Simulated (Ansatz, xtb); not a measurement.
**Two structures of C4H4BNOS**

We compare X, a singlet given by its coordinates, with Y, `Bc1ncc(C=O)s1`, a singlet. Both are isolated molecules in the gas phase, relaxed with PBE0-D3(BJ)/def2-SVP; the shapes shown needn't be the lowest conformers.

X (Å):

```xyz
12

C    -0.3900    0.5444    0.3017
C     0.3113   -0.7398    1.9283
C    -0.1475    1.5104    1.2910
C    -0.4594    2.7821    0.7795
B    -0.9149    1.3139   -0.9745
N    -0.1170   -0.7276    0.7012
O    -0.8744    2.7705   -0.4169
S     0.4345    0.7954    2.7470
H    -0.1760    1.2771   -1.9462
H    -2.0716    1.0775   -1.2870
H     0.5937   -1.6513    2.4638
H    -0.3807    3.7464    1.2973
```

Close contacts (Å): C1–C3 1.40, C1–B5 1.58, C1–N6 1.36, C2–N6 1.30, C2–S8 1.74, C3–C4 1.41, C3–S8 1.72, C4–O7 1.27, B5–O7 1.56, C2–H11 1.09, C4–H12 1.10, B5–H9 1.22, B5–H10 1.22.

Y (Å):

| atom | x (Å) | y (Å) | z (Å) |
| --- | --- | --- | --- |
| C | -1.0052 | 0.9734 | -0.5261 |
| C | -0.6665 | 0.2369 | 1.5241 |
| C | 0.3307 | 1.2057 | 1.4951 |
| C | 1.2705 | 1.5503 | 2.5666 |
| B | -1.6137 | 1.1203 | -1.9357 |
| N | -1.3965 | 0.1171 | 0.4060 |
| O | 2.1170 | 2.4032 | 2.4826 |
| S | 0.3230 | 1.9841 | -0.0241 |
| H | -2.5298 | 0.4075 | -2.2522 |
| H | -1.1626 | 1.9437 | -2.6935 |
| H | -0.8681 | -0.4025 | 2.3876 |
| H | 1.1362 | 0.9416 | 3.4953 |

Quicker runs give these differences E(Y) − E(X): GFN2-xTB +25.3 kcal/mol; HF/STO-3G +31.7 kcal/mol (at GFN2-xTB geometries); r2SCAN-D4/def2-SVP +18.0 kcal/mol (at GFN2-xTB geometries).

Question: Estimate E(Y) − E(X) at the level CCSD(T)/def2-SVP + ΔMP2/def2-TZVPP.

Answer: Calculated at CCSD(T)/def2-SVP + ΔMP2/def2-TZVPP: E(Y) − E(X) = +11.2 kcal/mol, so structure X lies lower.

Level by level:

```
                             level              geometry  E(Y) − E(X) (kcal/mol)  departure from the last row (kcal/mol)  job, with rough time for the two
                          GFN2-xTB              GFN2-xTB                     +25.3                                   +14.1              optimisation, 0.47 s
                         HF/STO-3G              GFN2-xTB                     +31.7                                   +20.5              single point, 0.72 s
                r2SCAN-D4/def2-SVP              GFN2-xTB                     +18.0                                    +6.8               single point, 5.3 s
              PBE0-D3(BJ)/def2-SVP  PBE0-D3(BJ)/def2-SVP                     +17.7                                    +6.5                optimisation, 52 s
                       HF/def2-SVP  PBE0-D3(BJ)/def2-SVP                      +3.5                                    −7.7           part of the CCSD(T) run
                      MP2/def2-SVP  PBE0-D3(BJ)/def2-SVP                      +8.3                                    −3.0           part of the CCSD(T) run
                  CCSD(T)/def2-SVP  PBE0-D3(BJ)/def2-SVP                     +10.8                                    −0.4                      single point
CCSD(T)/def2-SVP + ΔMP2/def2-TZVPP  PBE0-D3(BJ)/def2-SVP                     +11.2                                                        single point, 75 s
```

None of the levels shown reverses the order. The largest departure from CCSD(T)/def2-SVP + ΔMP2/def2-TZVPP is that of HF/STO-3G, 20.5 kcal/mol. The last row adds to CCSD(T) the change of the MP2 difference between the two basis sets, here +0.4 kcal/mol.

With thermal terms from frequencies at re-optimised GFN2-xTB minima (ideal gas, soft modes damped towards free rotors, one conformer each, 298.15 K, 1 atm): the zero-point term adds −1.7 kcal/mol; ΔH is +10.6 and ΔG +8.2 kcal/mol.

The T1 diagnostic of structure X is large, so the coupled-cluster value is less sure. The correlated steps freeze 12 core orbitals. Run with Ansatz 0.2.0, xtb 6.7.1; the last row on 2 threads of Intel(R) Xeon(R) 6975P-C (Granite Rapids) on a shared host.
